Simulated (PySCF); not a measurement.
Several molecules and their computed UV-vis stick spectra, shuffled. Method: PySCF, TDDFT B3LYP/def2-SVPD, vertical, gas phase, core orbitals frozen in the response. Geometries: GFN2-xTB; one conformer of each isolated species. Triplets are in the Tamm–Dancoff approximation.

A. `O=COCC(F)(F)Cl`
B. `F[SiH2]P[SiH2]C(F)F`
C. `C=NC(=C)F`
D. `FC(F)(F)P1CCC1`
E. `O=S=O`

Lowest singlet levels (six at most, fewer where fewer were computed) with oscillator strengths:

1. 212 nm (f 0.016); 201 nm (f 0.010); 191 nm (f 0.063); 187 nm (f 0.043); 181 nm (f 0.014); 175 nm (f 0.004); T1 5.41 eV
2. 277 nm (f 0.000); 225 nm (f 0.455); 181 nm (f 0.003); 167 nm (f 0.001); 164 nm (f 0.034); 162 nm (f 0.191); T1 3.14 eV
3. 210 nm (f 0.041); 202 nm (f 0.037); 179 nm (f 0.054); 172 nm (f 0.002); 168 nm (f 0.014); 166 nm (f 0.000); T1 4.89 eV
4. 302 nm (f 0.005); 285 nm (f 0.000); 195 nm (f 0.061); 150 nm (f 0.000); 149 nm (f 0.002); 145 nm (f 0.043); T1 3.11 eV
5. 208 nm (f 0.001); 165 nm (f 0.005); 162 nm (f 0.005); 160 nm (f 0.011); 158 nm (f 0.017); 157 nm (f 0.004); T1 5.39 eV

Problem. Match each spectrum to its molecule.

Solution. 1 = B, 2 = C, 3 = D, 4 = E, 5 = A.
- A: S1 at 5.95 eV, HOMO→LUMO (97%); S1 has the pattern of n→π* at C=O; HOMO -8.75 and LUMO -0.89 eV.
- B: S1 at 5.84 eV, HOMO→LUMO (92%); Löwdin shares by element: HOMO phosphorus 63%, silicon 20%, hydrogen 6% or more; LUMO silicon 46%, phosphorus 18%, hydrogen 8% or more (atoms not listed hold the other 28%); HOMO -7.67 and LUMO -0.85 eV.
- C: S1 at 4.47 eV, HOMO-1→LUMO (100%); Löwdin shares by element: HOMO carbon 73%, nitrogen 10% (atoms not listed hold the other 17%); LUMO carbon 61%, nitrogen 21% (atoms not listed hold the other 18%); HOMO -7.28 and LUMO -1.91 eV; point group Cs, 1 of its 6 listed states under f = 0.0005.
- D: S1 at 5.90 eV, HOMO→LUMO (98%); Löwdin shares by element: HOMO phosphorus 55%, carbon 29% or more (atoms not listed hold the other 16%); LUMO phosphorus 38%, carbon 26% or more, fluorine 5% or more (atoms not listed hold the other 31%); HOMO -7.17 and LUMO -0.36 eV; point group Cs, 1 of its 6 listed states under f = 0.0005.
- E: S1 at 4.11 eV, HOMO→LUMO (99%); Löwdin shares by element: HOMO oxygen 66%, sulfur 34%; LUMO oxygen 53%, sulfur 48%; HOMO -9.52 and LUMO -3.95 eV; point group C2v, 2 of its 6 listed states under f = 0.0005.
A and B have S1 within 0.11 eV of each other; their strongest listed levels stand at 7.84 eV (f 0.017) and 6.49 eV (f 0.063).
A and D have S1 within 0.05 eV of each other; their strongest listed levels stand at 7.84 eV (f 0.017) and 6.91 eV (f 0.054).
B and D have S1 within 0.06 eV of each other; their strongest listed levels stand at 6.49 eV (f 0.063) and 6.91 eV (f 0.054).
